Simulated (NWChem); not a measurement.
A series in which one site is exchanged, each optimised at PBE0/def2-SVP with NWChem, gas phase unless a solvent is named. Some are not confirmed as minima by frequencies. def2 effective core potentials on Sr, Ba; no spin-orbit coupling.

A: [F][Ba][F] (BaF$_{2}$; site = Ba)
B: [F][Ca][F] (CaF2; site = Ca)
C: FSF (SF2; site = S)
D: [F][Sr][F] (SrF₂; site = Sr)

### Question
Rank them by vertical ionisation energy, ΔSCF, PBE/def2-SVP (eV), lowest first.

### Answer
A (9.78), C (9.90), D (10.18), B (10.73)
